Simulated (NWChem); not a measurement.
System: C$_{2}$H$_{3}$B; SMILES BC#C

Input file for NWChem:

```
start job
memory heap 200 mb stack 900 mb global 1100 mb
geometry units angstroms noautoz
  B     -0.004523    -1.395508     0.011603
  C     -0.003093     0.112954     0.010118
  C     -0.001827     1.334050     0.009613
  H     -0.000763     2.409977     0.008981
  H      1.040229    -1.999817     0.012881
  H     -1.050330    -1.997982     0.010999
end
basis spherical
  * library sto-3g
end
dft
  xc pbe0
  iterations 150
  mulliken
end
task dft energy
```

Excerpt of the output:

```
             Northwest Computational Chemistry Package (NWChem) 7.3.0
             --------------------------------------------------------

 C2V symmetry detected

                             Geometry "geometry" -> ""
                             -------------------------

 Output coordinates in angstroms (scale by  1.889725989 to convert to a.u.)

  No.       Tag          Charge          X              Y              Z
 ---- ---------------- ---------- -------------- -------------- --------------
    1 B                    5.0000     0.00000000     0.00000000    -1.40134223
    2 C                    6.0000     0.00000000     0.00000000     0.10712113
    3 C                    6.0000     0.00000000     0.00000000     1.32821783
    4 H                    1.0000     0.00000000     0.00000000     2.40414553
    5 H                    1.0000     0.00000000     1.04528032    -2.00473404
    6 H                    1.0000     0.00000000    -1.04528032    -2.00473404

 Effective nuclear repulsion energy (a.u.)      46.3537957072

      Symmetry information
      --------------------

 Group name             C2v
 Group number             16
 Group order               4
 No. of unique centers     5

                                 NWChem DFT Module
                                 -----------------

 Summary of "ao basis" -> "ao basis" (spherical)
 ------------------------------------------------------------------------------
       Tag                 Description            Shells   Functions and Types
 ---------------- ------------------------------  ------  ---------------------
 B                           sto-3g                  3        5   2s1p
 C                           sto-3g                  3        5   2s1p
 H                           sto-3g                  1        1   1s

      Symmetry analysis of basis
      --------------------------

        a1         11
        a2          0
        b1          3
        b2          4

            General Information
            -------------------
          SCF calculation type: DFT
          Wavefunction type:  closed shell.
          No. of atoms     :     6
          No. of electrons :    20
           Alpha electrons :    10
            Beta electrons :    10
          Charge           :     0
          Spin multiplicity:     1
          Use of symmetry is: on ; symmetry adaption is: on
          Maximum number of iterations: 150
          AO basis - number of functions:    18
                     number of shells:    12
          Convergence on energy requested:  1.00D-06
          Convergence on density requested:  1.00D-05
          Convergence on gradient requested:  5.00D-04

              XC Information
              --------------
                         PBE0 Method XC Functional
                     Hartree-Fock (Exact) Exchange  0.250
          PerdewBurkeErnzerhof Exchange Functional  0.750
            Perdew 1991 LDA Correlation Functional  1.000 local
           PerdewBurkeErnz. Correlation Functional  1.000 non-local

             Grid Information
             ----------------
          Grid used for XC integration:  medium
          Radial quadrature: Mura-Knowles
          Angular quadrature: Lebedev.
          Tag              B.-S. Rad. Rad. Pts. Rad. Cut. Ang. Pts.
          ---              ---------- --------- --------- ---------
          B                   0.85       49          10.0       434
          C                   0.70       49           9.0       434
          H                   0.35       45          11.0       434
          Grid pruning is: on
          Number of quadrature shells:   237
          Spatial weights used:  Erf1

      Superposition of Atomic Density Guess
      -------------------------------------

 Sum of atomic energies:         -99.91400681

      Non-variational initial energy
      ------------------------------

 Total energy =    -100.433763
 1-e energy   =    -227.689813
 2-e energy   =      80.902254
 HOMO         =      -0.145318
 LUMO         =       0.147476

      Symmetry analysis of molecular orbitals - initial
      -------------------------------------------------

  Numbering of irreducible representations:

     1 a1          2 a2          3 b1          4 b2

  Orbital symmetries:

     1 a1          2 a1          3 a1          4 a1          5 a1
     6 a1          7 a1          8 b2          9 b1         10 b2
    11 b1         12 b2         13 b1         14 a1         15 a1
    16 a1         17 b2         18 a1

     ---------------------------------------------
      Total Density - Mulliken Population Analysis
     ---------------------------------------------

    Atom       Charge   Shell Charges
 -----------   ------   -------------------------------------------------------
    1 B    5     4.57   1.99  1.10  1.47
    2 C    6     6.29   2.00  1.32  2.98
    3 C    6     6.07   2.00  1.27  2.81
    4 H    1     0.83   0.83
    5 H    1     1.12   1.12
    6 H    1     1.12   1.12

   convergence    iter        energy       DeltaE   RMS-Dens  Diis-err
 ---------------- ----- ----------------- --------- --------- ---------
 d= 0,ls=0.0,diis     1   -101.3401503652 -1.48D+02  3.92D-02  1.74D-01
 d= 0,ls=0.0,diis     2   -101.3657962770 -2.56D-02  1.65D-02  5.28D-02
 d= 0,ls=0.0,diis     3   -101.3692487913 -3.45D-03  9.65D-03  3.41D-02
 d= 0,ls=0.0,diis     4   -101.3728074781 -3.56D-03  3.72D-03  7.02D-03
 d= 0,ls=0.0,diis     5   -101.3739146329 -1.11D-03  2.23D-04  7.87D-06
  Resetting Diis
 d= 0,ls=0.0,diis     6   -101.3739165005 -1.87D-06  3.47D-05  2.76D-07
 d= 0,ls=0.0,diis     7   -101.3739165589 -5.85D-08  1.09D-05  6.52D-09
 d= 0,ls=0.0,diis     8   -101.3739165551  3.84D-09  7.17D-06  3.63D-08

         Total DFT energy =     -101.373916555110
      One electron energy =     -227.621318526901
           Coulomb energy =       95.764744038268
    Exchange-Corr. energy =      -15.871137773648
 Nuclear repulsion energy =       46.353795707172

 Numeric. integr. density =       20.000001321223

                  Occupations of the irreducible representations
                  ----------------------------------------------

                     irrep           alpha         beta
                     --------     --------     --------
                     a1                7.0          7.0
                     a2                0.0          0.0
                     b1                1.0          1.0
                     b2                2.0          2.0

                       DFT Final Molecular Orbital Analysis
                       ------------------------------------

 Vector    8  Occ=2.000000D+00  E=-3.386284D-01  Symmetry=b2
              MO Center= -1.4D-31, -8.0D-16, -1.4D+00, r^2= 2.0D+00
   Bfn.  Coefficient  Atom+Function         Bfn.  Coefficient  Atom+Function
  ----- ------------  ---------------      ----- ------------  ---------------
     4      0.486810  1 B  py                17      0.380078  5 H  s
    18     -0.380078  6 H  s                  9      0.261381  2 C  py
    14      0.167715  3 C  py

 Vector    9  Occ=2.000000D+00  E=-2.600710D-01  Symmetry=b1
              MO Center=  7.4D-17, -1.9D-30,  5.2D-01, r^2= 1.3D+00
   Bfn.  Coefficient  Atom+Function         Bfn.  Coefficient  Atom+Function
  ----- ------------  ---------------      ----- ------------  ---------------
     8      0.608623  2 C  px                13      0.569817  3 C  px
     3      0.211136  1 B  px

 Vector   10  Occ=2.000000D+00  E=-2.302829D-01  Symmetry=b2
              MO Center= -1.6D-32,  2.4D-16,  4.1D-01, r^2= 2.1D+00
   Bfn.  Coefficient  Atom+Function         Bfn.  Coefficient  Atom+Function
  ----- ------------  ---------------      ----- ------------  ---------------
    14      0.636151  3 C  py                 9      0.527323  2 C  py
    17     -0.225459  5 H  s                 18      0.225459  6 H  s
     4     -0.168097  1 B  py

 Vector   11  Occ=0.000000D+00  E= 1.086523D-02  Symmetry=b1
              MO Center= -3.1D-17, -1.3D-32, -6.0D-01, r^2= 2.4D+00
   Bfn.  Coefficient  Atom+Function         Bfn.  Coefficient  Atom+Function
  ----- ------------  ---------------      ----- ------------  ---------------
     3      0.821607  1 B  px                13     -0.559338  3 C  px
     8      0.163856  2 C  px

 Vector   12  Occ=0.000000D+00  E= 1.658327D-01  Symmetry=b2
              MO Center=  6.9D-33, -1.7D-17,  4.7D-01, r^2= 1.7D+00
   Bfn.  Coefficient  Atom+Function         Bfn.  Coefficient  Atom+Function
  ----- ------------  ---------------      ----- ------------  ---------------
     9      0.803690  2 C  py                14     -0.793767  3 C  py
    17     -0.262380  5 H  s                 18      0.262380  6 H  s
     4      0.161069  1 B  py

 Vector   13  Occ=0.000000D+00  E= 2.385619D-01  Symmetry=b1
              MO Center=  1.4D-22,  2.5D-37,  1.0D-01, r^2= 1.8D+00
   Bfn.  Coefficient  Atom+Function         Bfn.  Coefficient  Atom+Function
  ----- ------------  ---------------      ----- ------------  ---------------
     8      0.864308  2 C  px                13     -0.676566  3 C  px
     3     -0.572359  1 B  px

     ---------------------------------------------
      Total Density - Mulliken Population Analysis
     ---------------------------------------------

    Atom       Charge   Shell Charges
 -----------   ------   -------------------------------------------------------
    1 B    5     4.85   1.99  1.00  1.86
    2 C    6     6.13   1.99  1.18  2.95
    3 C    6     6.10   1.99  1.16  2.95
    4 H    1     0.87   0.87
    5 H    1     1.03   1.03
    6 H    1     1.03   1.03

     -------------------------------------------
      Total Density - Lowdin Population Analysis
     -------------------------------------------

[...]
```

Level: PBE0/STO-3G. Coordinates come from a PBE0/def2-SVP optimisation.
